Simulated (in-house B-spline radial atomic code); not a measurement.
**Ionising Cu with different functionals**

Computed with a radial B-spline atomic code at the basis-set limit: non-relativistic Hamiltonian, point nucleus, spin-polarised at highest spin, spherical fractional occupations for the functionals, the average over the highest-spin determinants for Hartree-Fock. The ionisation energy is the difference of two self-consistent energies, [Ar] 3d10 4s1 → [Ar] 3d10, without Breit or QED terms; ε is the level of the shell that loses the electron (its least bound occupied spin orbital).

```csv
method,rung,ΔSCF (eV),-ε(4s) (eV)
Hartree-Fock,Hartree-Fock,6.42,6.52
HF fractional,Hartree-Fock,6.42,6.52
LDA VWN5,LDA,8.39,5.01
LDA PW92,LDA,8.38,5.00
LDA exchange-only,LDA,?,?
PBE,GGA,8.14,4.83
PBEsol,GGA,8.12,4.85
BLYP,GGA,8.21,4.75
RPBE,GGA,8.02,4.75
PW91,GGA,8.21,4.90
BP86,GGA,8.30,4.99
AM05,GGA,8.08,4.80
OLYP,GGA,7.75,4.48
TPSS,meta-GGA,7.92,4.80
SCAN,meta-GGA,8.16,5.07
r2SCAN,meta-GGA,8.02,5.13
M06-L,meta-GGA,?,?
revTPSS,meta-GGA,7.92,4.82
PBE0,global hybrid,7.75,5.37
B3LYP,global hybrid,8.03,5.33
TPSSh,global hybrid,7.78,5.01
M06-2X,global hybrid,7.58,5.65
BHandHLYP,global hybrid,7.49,5.84
r2SCAN0,global hybrid,7.72,5.62
B97-1,global hybrid,7.60,5.02
HSE06,range-separated hybrid,7.82,5.05
wB97X,range-separated hybrid,7.53,7.18
CAM-B3LYP,range-separated hybrid,7.90,6.53
LC-wPBE,range-separated hybrid,7.60,7.57
```

(1) What does LDA exchange-only give?

(2) What does M06-L give?

(3) Among the functionals, which spreads more, the ΔSCF values or the orbital energies?

(4) How do they compare with the NIST value?

Results:

(1) ΔSCF 7.58 eV, and -ε(4s) = 4.32 eV.

(2) ΔSCF 7.64 eV, and -ε(4s) = 4.65 eV.

(3) The orbital energies: ΔSCF values span about 0.90 eV and the orbital energies 3.24 eV.

(4) NIST lists 7.726 eV (measured, ground level to ground level). Errors run from -1.30 to +0.66 eV; r2SCAN0 is closest (-0.00 eV), but part of that can be cancellation, since the calculations leave out relativity, Breit-QED terms. Hartree-Fock also lacks correlation.
